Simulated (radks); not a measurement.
Problem. All-electron atom: Co10+ in [Ne] 3s2 3p5. Calculated with a radial shooting solver on a logarithmic mesh with Libxc functionals: Dirac Kohn-Sham, PBE, spin-unpolarised, spherical densities, point nucleus; open shells fill j = l - 1/2 first. Some entries of the table are withheld. Estimate them.

| orbital | occ. | eigenvalue (Ry) | <r> (bohr) |
|---|---|---|---|
| 1s1/2 | 2 | -577.3972 | 0.05620 |
| 2s1/2 | 2 | (1) | 0.2543 |
| 2p1/2 | 2 | -76.92924 | 0.2220 |
| 2p3/2 | 4 | -75.83581 | 0.2250 |
| 3s1/2 | 2 | -24.30696 | (2) |
| 3p1/2 | 2 | -21.58551 | 0.6960 |
| 3p3/2 | 3 | -21.39671 | 0.7017 |
| 3d3/2 | 0 | -17.11652 | 0.6715 |
| 3d5/2 | 0 | -17.08582 | 0.6731 |
| 4s1/2 | 0 | -10.69957 | 1.459 |
| 4p1/2 | 0 | -9.73545 | 1.508 |
| 4p3/2 | 0 | -9.68029 | 1.517 |

Solution. 
(1) 2s1/2 eigenvalue (Ry): -85.64945
(2) 3s1/2 <r> (bohr): 0.6957
